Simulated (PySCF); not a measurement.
Electron correlation in Hg+ (mercury, charge +1)

[Xe] 4f14 5d10 6s1, 2S determinant. All numbers are calculated (PySCF 2.14, the spin-free X2C one-electron Hamiltonian (Gaussian nucleus), in x2c-TZVPPall (11s7p7d3f1g, 97 functions)). Frozen: [Kr] 4d10 4f14; 19 electrons correlated.

```
  level  correlation energy (mhartree)
   CCSD                        -548.63
    (T)                         -14.54
CCSD(T)                        -563.17
```

Diagnostics: T1 = 0.0076, D1 = 0.0318, largest double amplitude 0.019.

Problem. Is a single reference adequate?

Solution. Yes, within this model without spin-orbit coupling: T1 lies below 0.03 and no double amplitude reaches 0.07.

This basis was not built for core-valence correlation, so the inner-shell part is incomplete.
